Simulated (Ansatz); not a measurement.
Cl2H3SbSi (`[SiH3][Sb]([Cl])[Cl]`), 7 atoms. Total charge 0; spin multiplicity 1. Correlated methods include outer-core shells of Sb, which these sets cover unevenly. Sb takes the def2 core potential. Hardware: A = 2 threads of a server CPU on a shared host; B = 2 threads of an AMD EPYC 7R13 on a shared host and a share of an NVIDIA H100 80 GB. Correlated methods freeze the cores. Open-shell runs search over several starts.

How many basis functions does each run have, and how long does it take in Ansatz? RHF-CCSD(T)/def2-QZVPP energy [B]; RKS r2SCANh-D4/def2-TZVPP energy [A]; UKS PBE0-D4/def2-TZVPP energy of the cation [A]; UKS B3LYP-D4/def2-TZVPP energy of the cation [A]; UHF-CCSD(T)/def2-TZVPP energy of the cation [B]; UHF-MP2/def2-QZVPP energy of the cation [B]; UKS ωB97X-V/def2-TZVPP energy of the cation [A]; UKS PBE-D4/def2-TZVPP energy of the cation [A]; UKS r2SCAN-D4/def2-TZVPP energy of the cation [A]; direct RPA on PBE orbitals/def2-TZVPP energy [A]; RKS ωB97X-V/def2-TZVPP energy [A]; RKS PBE0-D4/def2-TZVP relaxation (6 steps) [A]. (Best estimate.)

The calculation gave: Other jobs shared the machine, so times are rough.

```tsv
level	job	functions	wall time	peak host memory (GiB)
direct RPA on PBE orbitals/def2-TZVPP	energy [A]	218	12 s	0.5
UHF-MP2/def2-QZVPP	energy of the cation [B]	382	13 s	0.92
UHF-CCSD(T)/def2-TZVPP	energy of the cation [B]	218	13 s	0.83
RKS r2SCANh-D4/def2-TZVPP	energy [A]	218	14 s	0.73
UKS PBE-D4/def2-TZVPP	energy of the cation [A]	218	17 s	0.44
RHF-CCSD(T)/def2-QZVPP	energy [B]	382	19 s	0.88
RKS ωB97X-V/def2-TZVPP	energy [A]	218	20 s	0.86
UKS PBE0-D4/def2-TZVPP	energy of the cation [A]	218	21 s	0.95
UKS B3LYP-D4/def2-TZVPP	energy of the cation [A]	218	24 s	0.94
UKS r2SCAN-D4/def2-TZVPP	energy of the cation [A]	218	36 s	0.5
UKS ωB97X-V/def2-TZVPP	energy of the cation [A]	218	50 s	1.2
RKS PBE0-D4/def2-TZVP	relaxation (6 steps) [A]	179	76 s	0.57
```

B3LYP here is the variant with VWN-RPA as its local correlation; programs differ in this.
